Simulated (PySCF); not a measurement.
Energy of Br+ (bromine, charge +1) between two integer charges

The 4p beta orbital of [Ar] 3d10 4s2 4p4 is emptied in steps (occupation f), with all orbitals relaxed, ending at [Ar] 3d10 4s2 4p3. Computed with PySCF 2.14 in def2-TZVPPD (7s6p5d1f, 57 functions), with no relativity, point nucleus. The exact energy is a straight line in f; departures are measured from the line between the end points of the same method.

```tsv
f	UHF (eV)	LDA (eV)	PBE (eV)	PBE0 (eV)	r2SCAN (eV)	LC-wPBE (eV)	BHandHLYP (eV)	wB97X (eV)	HSE06 (eV)	B3LYP (eV)
1	0.000	0.000	0.000	0.000	0.000	0.000	0.000	0.000	0.000	0.000
0.8	0.132	-0.807	-0.778	-0.554	-0.726	-0.099	-0.355	-0.189	-0.628	-0.622
0.6	0.193	-1.213	-1.166	-0.829	-1.077	-0.146	-0.536	-0.294	-0.941	-0.936
0.4	0.188	-1.214	-1.163	-0.825	-1.058	-0.142	-0.541	-0.308	-0.940	-0.938
0.2	0.123	-0.809	-0.772	-0.547	-0.687	-0.091	-0.365	-0.218	-0.625	-0.627
0	0.000	0.000	0.000	0.000	0.000	0.000	0.000	0.000	0.000	0.000
```

```tsv
method	E(f=0) − E(f=1) (eV)	−ε at f=1 (eV)	−ε at f=0.4 (eV)
UHF	20.251	21.095	20.073
LDA	21.650	16.622	22.658
PBE	21.384	16.522	22.371
PBE0	21.396	17.926	22.105
r2SCAN	21.461	16.889	22.456
LC-wPBE	21.550	20.921	21.690
BHandHLYP	21.403	19.199	21.828
wB97X	21.546	20.398	21.721
HSE06	21.444	17.522	22.234
B3LYP	21.570	17.691	22.341
```

Orbital energy along the path (eV):

| f | UHF | LDA | PBE | PBE0 | r2SCAN | LC-wPBE | BHandHLYP | wB97X | HSE06 | B3LYP |
| --- | --- | --- | --- | --- | --- | --- | --- | --- | --- | --- |
| 1 | -21.095 | -16.622 | -16.522 | -17.926 | -16.889 | -20.921 | -19.199 | -20.398 | -17.522 | -17.691 |
| 0.8 | -20.729 | -18.615 | -18.468 | -19.324 | -18.771 | -21.186 | -20.060 | -20.807 | -19.090 | -19.228 |
| 0.6 | -20.389 | -20.630 | -20.423 | -20.721 | -20.639 | -21.445 | -20.935 | -21.242 | -20.662 | -20.779 |
| 0.4 | -20.073 | -22.658 | -22.371 | -22.105 | -22.456 | -21.690 | -21.828 | -21.721 | -22.234 | -22.341 |
| 0.2 | -19.777 | -24.687 | -24.297 | -23.466 | -24.147 | -21.911 | -22.747 | -22.289 | -23.798 | -23.914 |
| 0 | -19.499 | -26.700 | -26.186 | -24.790 | -25.624 | -22.086 | -23.716 | -23.009 | -25.321 | -25.497 |

Reference removal energy between the ground levels: 21.591 eV (measured; NIST Atomic Spectra Database, ionization energies). The calculation has no spin-orbit coupling. UHF lacks correlation.
